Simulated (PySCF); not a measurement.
Isomers of C5H6S2, mass 129.991 u with the commonest isotopes. Theory: PBE0-D3(BJ)/def2-SVP geometry optimisation, gas phase (PySCF 2.14.0). One conformer each, none proved a minimum here; rigid rotors.

**Question.** Order these by rotational constant C, largest first.
A. `[SH:1][CH2:2][c:3]1[cH:4][cH:5][cH:6][s:7]1` with H–S1–C2–C3 -56°, S1–C2–C3–C4 129° (2-thiophenemethanethiol)
B. `[CH3:1][S:2][c:3]1[cH:4][cH:5][s:6][cH:7]1` with C1–S2–C3–C4 180°
C. `[CH3:1][S:2][c:3]1[cH:4][cH:5][cH:6][s:7]1` with C1–S2–C3–C4 180°

**Answer.** C (1050 MHz), A (973.4 MHz), B (928.0 MHz).

**Question.** Order these by rotational constant A, largest first.
A. `[CH3:1][S:2][c:3]1[cH:4][cH:5][s:6][cH:7]1` with C1–S2–C3–C4 180°
B. `[CH3:1][S:2][c:3]1[cH:4][cH:5][cH:6][s:7]1` with C1–S2–C3–C4 180°
C. `[SH:1][CH2:2][c:3]1[cH:4][cH:5][cH:6][s:7]1` with H–S1–C2–C3 -56°, S1–C2–C3–C4 129°

**Answer.** A (4656 MHz), C (4295 MHz), B (4056 MHz).

```json
{"SMILES": "CSc1ccsc1", "point group": "Cs", "Ia (u·Å²)": "108.54", "Ib (u·Å²)": "439.33", "Ic (u·Å²)": "544.59", "κ": "-0.88", "μa (D)": "0.34", "μb (D)": "0.89", "μc (D)": "0.00"}
{"SMILES": "CSc1cccs1", "point group": "Cs", "Ia (u·Å²)": "124.60", "Ib (u·Å²)": "359.84", "Ic (u·Å²)": "481.17", "κ": "-0.76", "μa (D)": "0.18", "μb (D)": "0.96", "μc (D)": "0.00"}
{"SMILES": "SCc1cccs1", "point group": "C1", "Ia (u·Å²)": "117.67", "Ib (u·Å²)": "437.35", "Ic (u·Å²)": "519.21", "κ": "-0.89", "μa (D)": "1.12", "μb (D)": "1.29", "μc (D)": "0.19"}
```
